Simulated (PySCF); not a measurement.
**NMR problem set**

Relativity neglected, one conformer, averaged over atoms made equivalent by symmetry, fast rotation or ring inversion, no solvent model. Shieldings: GIAO PBE0/pcSseg-1; geometry: GFN2-xTB; couplings computed with B3LYP/pcJ-1 (spin–dipole term left out of most H,H and C,H couplings); PySCF.

Chemical shifts δ = σref − σ; $^{1}$H (σref 31.72), $^{13}$C (σref 186.93) against TMS, all at this level. Multiplet labels drop J under 1 Hz and among equivalent protons, and merge close values. Unscaled 3J(H,H) run several per cent high. One-bond C–F couplings are unscaled and too large by tens of Hz. Shifts are as computed. Against solution values, carbons near 30 ppm lie about +3 ppm off and those near 130 ppm about +5 ppm. Of 1309 compounds with measured shifts, 239 miss one by over three times the rms of a fit or turn the order of signals round; such compounds aren't used in these exercises.

(1) C6H5F. $^{1}$H NMR (500 MHz, computed): δ 4.93 (dq, J = 9.2, 1.7 Hz, 1H), 3.82 (m, 1H), 2.43 (m, 1H), 2.12 (ddt, J = 14.0, 12.3, 1.9 Hz, 1H), 1.78 (d, J = 3.5 Hz, 1H). $^{13}$C{$^{1}$H} NMR (computed): δ 162.5 (C, d, J = 428.1 Hz), 113.6 (CH, d, J = 10.6 Hz), 85.8 (C, d, J = 6.6 Hz), 79.3 (CH), 38.9 (CH, d, J = 18.0 Hz), 29.6 (CH2, d, J = 18.0 Hz). Give a structure.

(2) C6H5F. $^{1}$H NMR (400 MHz, computed): δ 5.82 (d of quint, J = 54.6, 3.1 Hz, 1H), 2.17 (dd, J = 5.2, 3.2 Hz, 1H), 2.12 (dd, J = 8.2, 3.0 Hz, 3H). $^{13}$C{$^{1}$H} NMR (computed): δ 94.0 (C, d, J = 7.6 Hz), 83.7 (CH, d, J = 6.9 Hz), 83.3 (C, d, J = 25.8 Hz), 80.3 (C, d, J = 25.2 Hz), 73.1 (CH, d, J = 227.0 Hz), 4.8 (CH3). What is it?

Results:

(1) `C#C[C@@H]1CC=C1F`. The formula gives 4 degrees of unsaturation (1 ring in the answer). 6 carbon signals for 6 carbons: no two carbons are equivalent. Carbon types of the structure: 2 × C, 3 × CH, 1 × CH2, which accounts for all hydrogens. δC 162.5: fully substituted alkene carbon; as expected for a trigonal carbon in a double bond. δC 113.6: alkene CH; as expected for a trigonal carbon in a double bond. δC 85.8: alkyne carbon; the triple bond shields along its axis, which puts it between sp3 and sp2 carbons. δC 79.3: terminal alkyne carbon; the triple bond shields along its axis, which puts it between sp3 and sp2 carbons.

The shifts were computed for this structure.

(2) SMILES F[C@H](C#C)C#CC. The formula gives 4 degrees of unsaturation (no ring in the answer). 6 carbon signals for 6 carbons: no two carbons are equivalent. Carbon types of the structure: 3 × C, 2 × CH, 1 × CH3, which accounts for all hydrogens. δC 94.0, 83.3, 80.3: alkyne carbon; sp carbons lie upfield of alkene carbons because the cylindrical π system leaves one tensor component strongly shielded. δC 83.7: terminal alkyne carbon; the triple bond shields along its axis, which puts it between sp3 and sp2 carbons. δC 73.1: propargylic sp3 CH bonded to F; pulled downfield by the heteroatom. δH 2.17: hydrogen on a terminal alkyne carbon; it lies on the axis of the triple bond, in its shielding cone.

The shifts were computed for this structure.
